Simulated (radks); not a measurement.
Results of a calculation; reference values are marked as such.
The platinum ion Pt4+ is in [Xe] 4f14 5d6. Code: a radial shooting solver on a logarithmic mesh with Libxc functionals. Model: scalar-relativistic Kohn-Sham, LDA (Slater exchange, Perdew-Wang correlation), spin-polarised, spherical densities, finite nucleus; Fermi nuclear charge, rms radius of each element as measured or else 0.836 A^(1/3) + 0.57 fm. Open shells are filled with parallel spins first. One electron is removed from 5p, 5d, 5s, 4f in turn, with full relaxation. Which removal costs least, and what does each cost?

Answer. 5d 58.392 eV; 5p 113.30 eV; 4f 135.77 eV; 5s 160.88 eV. The 5d electron leaves first.
